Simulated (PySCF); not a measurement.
PySCF input file for C3H5ClSi, SMILES C#C[Si@@H](C)Cl, PBE/pcSseg-1. Coordinates come from a B3LYP-D3(BJ)/def2-SVP optimisation. The structure was generated by enumeration; whether it is a known compound was not checked.

```python
import numpy as np
from pyscf import gto, scf, dft
from pyscf.prop.nmr import rks as nmr

mol = gto.M(
    atom='''
    C     2.33078992   -1.56292299    0.20605192
    C     1.31916362   -0.95506384   -0.09185899
    Si   -0.22061292   -0.07071914   -0.54477946
    C    -1.71324707   -1.12721002   -0.16757466
    Cl   -0.32650003    1.68696510    0.57192645
    H     3.22640052   -2.09587265    0.46997791
    H    -0.15358578    0.31614395   -1.97635769
    H    -2.64113553   -0.59081368   -0.42003352
    H    -1.73770772   -1.38543212    0.90223287
    H    -1.67512916   -2.06118334   -0.75136614
    ''',
    basis='pcSseg-1',
    charge=0,
    spin=0,
    max_memory=1600,
    verbose=3,
)
mf = dft.RKS(mol, xc='pbe')
mf.grids.level = 3
mf.conv_tol = 1e-10
mf.max_cycle = 100
mf.kernel()
n = nmr.NMR(mf)
n.verbose = 2
n.max_cycle_cphf = 60
sigma = n.kernel()
print('atom   isotropic/ppm   span/ppm')
for i, s in enumerate(sigma):
    w = np.linalg.eigvalsh((s + s.T) / 2)
    print(f'{mol.atom_symbol(i):2s}{i + 1:3d} {w.mean():14.3f} {w[2] - w[0]:11.3f}')
```

It prints:

```
converged SCF energy = -866.48547536903
atom   isotropic/ppm   span/ppm
C   1         78.595     236.872
C   2         93.797     293.708
Si  3        349.876     104.979
C   4        175.830      23.076
Cl  5        914.874     147.222
H   6         28.784      13.838
H   7         25.843       8.501
H   8         30.615      10.395
H   9         30.445       8.753
H  10         30.773      11.106
```

Self-consistency was reached.
